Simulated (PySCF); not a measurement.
# Bond curve of ErP

Set-up: basis Er x2c-TZVPall, P x2c-TZVPall; spin-free X2C with a Gaussian nucleus; PySCF 2.14. Energies in eV from Er (4f12 6s2) + P in their ground configurations at the same level. State: quartet, about 11.2 electrons in the 4f shell (Mulliken), real f orbitals that mix terms.

All columns are PBE0. A positive dipole means Er(−)P(+).

| R (Å) | E (eV) | μ (D) | Mulliken charge on Er (basis-dependent) | HOMO (eV) | LUMO (eV) | Mayer bond order | ⟨S²⟩ |
| --- | --- | --- | --- | --- | --- | --- | --- |
| 1.972 | -0.186 | -4.80 | 0.50 | -4.69 | -2.47 | 3.09 | 3.86 |
| 2.064 | -0.947 | -5.55 | 0.51 | -4.87 | -2.54 | 3.07 | 3.82 |
| 2.155 | -1.374 | -6.13 | 0.51 | -5.03 | -2.63 | 3.04 | 3.81 |
| 2.224 | -1.525 | -6.46 | 0.50 | -5.13 | -2.69 | 3.02 | 3.81 |
| 2.293 | -1.566 | -6.70 | 0.48 | -5.09 | -2.76 | 2.98 | 3.83 |
| 2.362 | -1.521 | -6.85 | 0.47 | -4.98 | -2.83 | 2.92 | 3.88 |
| 2.454 | -1.366 | -6.99 | 0.46 | -4.84 | -2.91 | 2.83 | 3.95 |
| 2.568 | -1.072 | -7.15 | 0.44 | -4.68 | -2.99 | 2.69 | 4.04 |
| 2.706 | -0.649 | -7.34 | 0.43 | -4.48 | -3.06 | 2.51 | 4.15 |
| 2.889 | -0.057 | -7.59 | 0.42 | -4.22 | -3.13 | 2.28 | 4.28 |

A fit through these points gives, at Re = 2.288 Å, μ = -6.68 D and dμ/dR = -2.80 D/Å; the reduced mass is 26.1 u.

Q: How strong is the fundamental in the double-harmonic approximation, I = 42.26·(dμ/dR)²/μred km/mol?

A: I = 42.26·(-2.80)²/26.1 = 12.7 km/mol at PBE0.

⟨S²⟩ of the unrestricted solution departs from its pure value on part of the curve, where spin states mix. Spin–orbit coupling is left out, which matters for elements this heavy, above all for dissociation energies. The state is the lowest single determinant that the PBE0 search found; with open d or f shells the true ground state can be another one.
